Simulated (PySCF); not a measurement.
C$_{5}$H$_{4}$N, doublet, at a GFN2-xTB geometry. Base run: B3LYP/3-21G (PySCF).

The PySCF input:
```python
from pyscf import gto, scf, dft

mol = gto.M(
    atom='''
C     0.670230   -1.213013    0.016606
C    -0.698138   -1.210426    0.010904
C    -1.351389    0.020939   -0.005841
C    -0.549915    1.151183   -0.015403
N     0.765437    1.108040   -0.009458
C     1.402177   -0.055568    0.006446
H    -1.265642   -2.130391    0.019039
H    -2.429348    0.090836   -0.011106
H    -0.981882    2.143756   -0.028509
H     2.481024   -0.019167    0.010503
''',
    basis='3-21g',
    charge=0,
    spin=1,
    verbose=4,
)

mf = dft.UKS(mol)
mf.xc = 'b3lyp'
mf.kernel()
```

The base run was repeated with changes; each row names its change, and settings that it needs were set with it.

| change | ΔE vs base (µEh) | fitting functions | dipole (D) |
|---|---|---|---|
| base | 0.0 | - | 1.84 |
| auxbasis = even-tempered beta=3.0 | -8958 | 238 | 1.86 |
| auxbasis = cc-pvdz-jkfit | -77.1 | 512 | 1.84 |
| auxbasis = autoaux | -5064 | 471 | 1.86 |
| auxbasis = def2-universal-jkfit | -222 | 524 | 1.84 |
| auxbasis = def2-svp-ri | -9315 | 344 | 1.84 |
| auxbasis = def2-universal-jfit | 11.0 | 338 | 1.84 |
| auxbasis = even-tempered beta=1.6 | -4430 | 530 | 1.85 |
| auxbasis = cc-pvqz-jkfit | -49.4 | 840 | 1.84 |
| auxbasis = cc-pvtz-ri | -274 | 606 | 1.84 |

A fitting set is made for a task (jfit for Coulomb, jkfit for Coulomb and exchange, ri for correlation) and for a family of orbital bases.

Open shells are given as the SCF converged; they aren't shown to be the lowest states, and a large step between rows can be another state.
